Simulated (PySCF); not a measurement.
Electron correlation in Cr¹⁰⁺ (chromium, charge +10)

[Ne] 3s2 3p2, high-spin 3P determinant. Computed with PySCF 2.14 in an uncontracted even-tempered set (19 s from 0.49 bohr⁻², ratio 2.5; 12 p from 0.64 bohr⁻², ratio 2.5; 5 d from 3.8 bohr⁻², ratio 2.7; 4 f from 5.7 bohr⁻², ratio 2.7), with scalar relativity by spin-free X2C-1e. Frozen: 1s2; 12 electrons correlated; the 22 highest virtual orbitals of each spin left out.

```json
{"level": "CCSD", "correlation energy (mhartree)": "-452.35"}
{"level": "(T)", "correlation energy (mhartree)": "-2.94"}
{"level": "CCSD(T)", "correlation energy (mhartree)": "-455.29"}
```

Diagnostics: T1 = 0.0026, D1 = 0.0103, largest double amplitude 0.087.

Task: Is a single reference adequate?

Result: Mostly. T1 lies below 0.03, but a double amplitude of this size points to a near-degeneracy that CCSD handles and MP2 describes poorly.
